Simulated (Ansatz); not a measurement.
Ansatz (a program for electronic structure) input (PBE0/def2-TZVPD):

Ansatz 0.2 input:
```yaml
crystal:
  periodic: [false, false, false]
  atoms:
    - {symbol: Sn, position_ang: [-0.00000000, -0.00000000, -0.00000000]}
    - {symbol: H, position_ang: [0.01229980, 0.01135681, 1.87957196]}
    - {symbol: H, position_ang: [-0.01229980, -0.01135681, -1.87957196]}
    - {symbol: H, position_ang: [1.77645116, -0.00682920, -0.01158372]}
    - {symbol: H, position_ang: [-0.88237217, 1.54187106, -0.00354216]}
    - {symbol: H, position_ang: [-0.89407900, -1.53504186, 0.01512588]}
basis:
  gaussian:
    orbitals: def2-TZVPD
hamiltonian:
  xc: {name: PBE0}
total_charge: -2
magnetization: {spin_polarized: true, initial_magnetization: 1}
```

End of the output:

```
integrals: 0.02 GiB planned
743 factors; their error is unknown
mean field: 0.34 GiB planned
mean field evaluation 1: about -5903.8019 eV, gradient 2.3e1 eV
mean field evaluation 2: about -5903.6269 eV, gradient 2.6e1 eV
mean field evaluation 4: about -5906.4353 eV, gradient 3.2e-1 eV
mean field evaluation 8: about -5906.5101 eV, gradient 7.6e-3 eV
mean field evaluation 16: about -5906.5101 eV, gradient 1.1e-4 eV
mean field -5906.51006968 eV, -217.0602414845 hartree, gradient 3.3e-5 eV, S^2 0.751280; 3 other end points of the search recorded, 0 dependent functions left out
reference -5906.51010401 eV, -217.0602427461 hartree; 15, 14 occupied and 86, 87 virtual orbitals, 743 factors
Total energy: -5906.51010401 eV, -217.0602427461 hartree
```

This state (charge -2, doublet) is run at the relaxed geometry of the species with charge -1 and multiplicity 1.
